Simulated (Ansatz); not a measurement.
Other settings, tried on the cluster CdCl2 (the lowest singlet isomer of a short search).

```yaml
crystal:
  periodic: [false, false, false]
  atoms:
    - {symbol: Cd, position_ang: [0.002088, 0.002543, 0.004259]}
    - {symbol: Cl, position_ang: [2.081889, -0.346572, -0.816010]}
    - {symbol: Cl, position_ang: [-2.083966, 0.344030, 0.811761]}
basis:
  gaussian: {orbitals: def2-SVPD}
hamiltonian: {xc: {name: PBE-QIDH}}
scf: {omitted_lower_state_checks: [starts]}
output: {forces: true}
```

```sh
$ ansatz run in.yaml --threads 4 --pin off --events-out ev --progress --plain --max-ram 3916MiB
```

It prints (some lines left out):

```
Functional definition: PBE-QIDH
824 factors; integrals over basis functions are off by at most 5.9e-4 eV
mean field evaluation 1: about -29578.1491 eV, gradient 2.2e1 eV
mean field evaluation 2: about -29578.3387 eV, gradient 2.3e1 eV
mean field evaluation 4: about -29579.8674 eV, gradient 9.5e-1 eV
mean field evaluation 8: about -29579.8738 eV, gradient 6.8e-2 eV
mean field evaluation 16: about -29579.8738 eV, gradient 1.7e-5 eV
mean field -29579.87380437 eV, -1087.0403123519 hartree, gradient 5.9e-6 eV, S^2 0.000000; 0 other end points of the search recorded, 0 dependent functions left out
10 core orbitals not correlated: weight in the atoms' cores, before any rotation towards them, 1.000 or more for the frozen orbitals, at most 0.000 for the correlated occupied ones
reference -29579.87381748 eV, -1087.0403128339 hartree; 17, 17 occupied and 61, 61 virtual orbitals, 824 factors
second order -20.06391611 eV of doubles, -0.00000000 eV of singles
Total energy: -29586.56178952 eV, -1087.2860912730 hartree
Atom 0 at     0.002088     0.002543     0.004259 Å, force    -0.003327    -0.004058    -0.006792 eV/Å
Atom 1 at     2.081889    -0.346572    -0.816010 Å, force     0.269683    -0.042402    -0.101330 eV/Å
Atom 2 at    -2.083966     0.344030     0.811761 Å, force    -0.266356     0.046460     0.108122 eV/Å
Dipole moment:     0.002515     0.003068     0.005136 e Å
Checks for a lower state left out: starts
```

Hardware: 4 threads of Arm Neoverse V2 on a shared host. Wall time 2.5 s.

In the def2 sets Cd takes a core potential; there is no spin–orbit coupling. Correlated methods freeze 10 core orbitals; core or outer-core shells of Cd are correlated, in sets that lack core-valence functions.
